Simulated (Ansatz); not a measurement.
Gas-phase electronic energies from Ansatz, PBE0-D4/def2-TZVP geometries. CBS: MP2 limit from def2 TZ/QZ plus the TZ coupled-cluster correction, frozen cores. This one scheme is used for every species, atoms too. Functionals use def2-TZVPP. HSE06 is defined as in plane-wave codes. No spin–orbit coupling; open shells (•) take unrestricted orbitals. Spin–orbit coupling would lower the free atoms: a little for B; strongly for Sn. Elements past krypton have def2 core potentials. For Sn outer-core shells are correlated without core-valence functions, so the limit isn't a true one: a few kJ/mol of doubt a bond, and 10 to 20 or more in all where bonds break to atoms.

Reaction (atomization): `[BH]1[NH][SnH2]1` → B• + 4 H• + N• + Sn•

`[BH]1[NH][SnH2]1`:

Cartesian coordinates in Å:
```
B -0.922 0.798 0.369
N -0.148 0.671 -0.708
Sn 0.463 -0.955 0.599
H -1.787 1.417 0.895
H -0.040 1.165 -1.580
H 2.155 -0.732 0.790
H 0.280 -2.365 -0.365
```

(1) What is ΔE at CCSD(T)/CBS? (An estimate is asked.)

(2) What do these levels give: B2PLYP, PBE, r2SCANh, HSE06, CCSD/def2-SVP, HF/CBS(def2)? (Best estimate.)

Largest T1 diagnostic among the species: 0.016.

Results:

(1) The calculation gave: +2090.7 kJ/mol.

(2) Computed: B2PLYP 2066.0, PBE 2123.1, r2SCANh 2073.0, HSE06 2074.4, CCSD/def2-SVP 1902.5, HF/CBS(def2) 1408.7 kJ/mol.

From BLYP to BHLYP (50 % exact exchange), in def2-TZVPP and without D4, ΔE moves by −72.3 kJ/mol: exact exchange takes away binding that semilocal exchange gives to molecules. In def2-TZVPP, CCSD(T) changes the Hartree–Fock value by +622.8 kJ/mol (the triples alone add +43.8 kJ/mol) and MP2 by +631.3 kJ/mol; breaking electron pairs costs correlation energy, which Hartree–Fock lacks. The D4 term adds +19.3 kJ/mol with B3LYP and +9.9 kJ/mol with PBE0; it sums over pairs of atoms, weighted by their polarisabilities, and B3LYP, whose exchange is more repulsive, gets the larger term.

B3LYP here is the variant with VWN-RPA as its local correlation; programs differ in this.

For atomizations the MP2-based limit and the directly extrapolated one differ by several kJ/mol either way, and by 10 to 25 for some Ge, Se and Sn compounds, so smaller differences from it don't rank the levels.
